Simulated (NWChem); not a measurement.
C₃H₃N₂, doublet; SMILES [c]1cnc[nH]1

```xyz
8

C     -1.1990     0.0021     0.0000
C     -0.4302    -1.1447     0.0000
N      0.8939    -0.7519     0.0000
C      0.9203     0.5759     0.0000
N     -0.3512     1.0849     0.0000
H     -0.7371    -2.1956     0.0000
H      1.8244     1.1984     0.0000
H     -0.6332     2.0660     0.0000
```
Atoms are numbered in this order, from 1.

All runs: NWChem. Spin-unrestricted. Medium grid unless said otherwise, to which SCAN and Minnesota functionals are sensitive. In the optimisation the excess spin sits in a' (Cs, its own frame). The geometry was optimised at PBE-D3(BJ)/def2-SVP, spin-unrestricted. No stability test was run on the SCF state.

For level M06-2X/def2-SVP:

```yaml
highest occupied level (eV): -7.67
lowest empty minus highest occupied level, either spin (eV): 5.85
dipole (D): 3.36
```

Question: What are these values for level PW91/def2-SVP?

Answer: 
| Quantity | Result |
|---|---|
| highest occupied level (eV) | -5.57 |
| lowest empty minus highest occupied level, either spin (eV) | 1.39 |
| dipole (D) | 2.99 |
